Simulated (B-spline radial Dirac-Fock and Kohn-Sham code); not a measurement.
## Two-hole binding energies of Ti⁺

System: the Ti⁺ ion, configuration [Ar] 3d1 4s2 (an excited configuration).

Input of the calculation (task.json; shells as n, l, electrons):

```json
{"items": [{
  "Z": 22,
  "q": 1,
  "cfg": [[1, 0, 2], [2, 0, 2], [2, 1, 6], [3, 0, 2], [3, 1, 6], [3, 2, 1], [4, 0, 2]],
  "A": 48,
  "rrms": 3.5921,
  "do": ["binding", "quiet", "double"]
}]}
```

Command: `python xray_run.py task.json out`

Model: multi-electron Dirac-Fock with separately optimised hole states, Breit and Lamb-shift corrections added in first order. Program: a radial finite-basis atomic code. U is the two-hole binding energy less the two single-hole energies, the effective repulsion of the holes after relaxation. Each two-hole energy is an average over J within one jj subconfiguration.

| holes | E(a) (eV) | E(b) (eV) | E(ab) (eV) | U (eV) |
| --- | --- | --- | --- | --- |
| 1s⁻² | 4992.2 | 4992.2 | 10292.0 | 307.5 |
| 1s⁻¹ 3p1/2⁻¹ | 4992.2 | 59.58 | 5075.5 | 23.7 |
| 1s⁻¹ 3p3/2⁻¹ | 4992.2 | 58.90 | 5074.6 | 23.5 |
| 2s⁻¹ 2p1/2⁻¹ | 591.2 | 489.2 | 1128.8 | 48.4 |
| 2s⁻¹ 2p3/2⁻¹ | 591.2 | 483.6 | 1123.0 | 48.2 |
| 2p1/2⁻² | 489.2 | 489.2 | 1039.9 | 61.4 |
| 2p1/2⁻¹ 2p3/2⁻¹ | 489.2 | 483.6 | 1029.8 | 57.0 |
| 2p3/2⁻² | 483.6 | 483.6 | ? | ? |
| 2s⁻¹ 3p3/2⁻¹ | 591.2 | 58.90 | 672.0 | 21.9 |
| 2p1/2⁻¹ 3s⁻¹ | 489.2 | 89.79 | 602.0 | 23.0 |
| 2p3/2⁻¹ 3p1/2⁻¹ | 483.6 | 59.58 | 565.6 | 22.4 |
| 3p1/2⁻² | 59.58 | 59.58 | 137.8 | 18.6 |
| 3p1/2⁻¹ 3p3/2⁻¹ | 59.58 | 58.90 | 135.8 | 17.4 |
| 3p3/2⁻² | 58.90 | 58.90 | 135.5 | 17.7 |

Q: Give the missing two-hole energy and U.

A: E(ab) = 1025.3 eV and U = 58.1 eV.
